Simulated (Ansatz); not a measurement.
```yaml
crystal:
  periodic: [false, false, false]
  atoms:
    - {symbol: Al, position_ang: [-1.774218, 0.621878, -1.604081]}
    - {symbol: Sn, position_ang: [0.391163, 0.887660, -0.082780]}
    - {symbol: Si, position_ang: [1.008293, -1.210564, 1.256315]}
    - {symbol: H, position_ang: [-2.561466, -0.756582, -1.648290]}
    - {symbol: H, position_ang: [-2.297256, 1.838670, -2.480384]}
    - {symbol: H, position_ang: [0.193600, 2.179898, 1.027790]}
    - {symbol: H, position_ang: [1.749082, 1.317600, -1.038674]}
    - {symbol: H, position_ang: [-0.112454, -1.584422, 2.160868]}
    - {symbol: H, position_ang: [1.258532, -2.348933, 0.331389]}
    - {symbol: H, position_ang: [2.227825, -0.996306, 2.080746]}
basis:
  gaussian: {orbitals: def2-mTZVPP}
hamiltonian: {xc: {name: M06-2X}}
```

```sh
$ ansatz run in.yaml --threads 2 --pin off --events-out ev --progress --plain --max-ram 4352MiB
```

Shortened log:

```
Error: YAML parse error: error: line 16 column 19: hamiltonian.xc: no functional is named "M06-2X"; the names, which are not case-sensitive, are SVWN5, SPW92, PBE, PBE0, PBEsol, revPBE, revPBE0, RPBE, rPW86-PBE, HSE06, wPBEh, LC-wPBE, HISS, HF, BLYP, B3LYP, B3LYP5, BHLYP, CAM-B3LYP, r2SCAN, r2SCANh, r2SCAN0, r2SCAN50, m-r2SCAN, B97, wB97, wB97X, wB97X-V, B97M-V, wB97M-V, B2PLYP, B2GP-PLYP, PBE0-DH, PBE-QIDH
14 | basis:
15 |   gaussian: {orbitals: def2-mTZVPP}
16 | hamiltonian: {xc: {name: M06-2X}}
```

Q: What is wrong with this run?

A: The method's name isn't one that the program takes here. The program refused the input.

HSE06 is defined as in plane-wave codes.
